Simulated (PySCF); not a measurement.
Sn(Br)(NH2) (BrH2NSn), SMILES [NH2][Sn][Br] (connectivity only; charge and spin as stated), neutral, multiplicity 1.

Coordinates come from a B3LYP-D3(BJ)/def2-SVP optimisation. The def2 effective core potentials stand for the cores of Sn; spin–orbit coupling is left out. The values are those of a single conformer.

The numbers are results of TDA-PBE0/def2-SVPD (PySCF 2.14.0), not measurements.

Vertical excitations. Isolated molecule, no solvent. State labels are in the subgroup Cs.

```csv
state,symmetry,energy (eV),λ (nm),f,main pairs
S1,A",4.11,302,0.025,HOMO→LUMO 91 %
S2,A',4.52,274,0.032,HOMO−1→LUMO 81 %
S3,A",4.61,269,0.030,HOMO−2→LUMO 91 %
S4,A',5.21,238,0.044,HOMO−3→LUMO 77 %
S5,A",5.31,233,0.012,HOMO−1→LUMO+1 99 %
S6,A',5.58,222,0.074,"HOMO→LUMO+1 55 %, HOMO−2→LUMO+1 38 %"
S7,A",5.99,207,0.000,HOMO−3→LUMO+1 89 %
S8,A",6.19,200,0.018,HOMO−4→LUMO 87 %
S9,A',6.31,197,0.510,"HOMO−2→LUMO+1 57 %, HOMO→LUMO+1 26 %"
S10,A",6.37,195,0.028,HOMO−1→LUMO+2 88 %
T1,A",3.12,398,0,HOMO→LUMO 87 %
T2,A',3.33,372,0,HOMO−1→LUMO 86 %
T3,A",4.31,288,0,HOMO−2→LUMO 89 %
T4,A',4.32,287,0,HOMO−3→LUMO 85 %
```
Triplets are in the Tamm–Dancoff approximation.
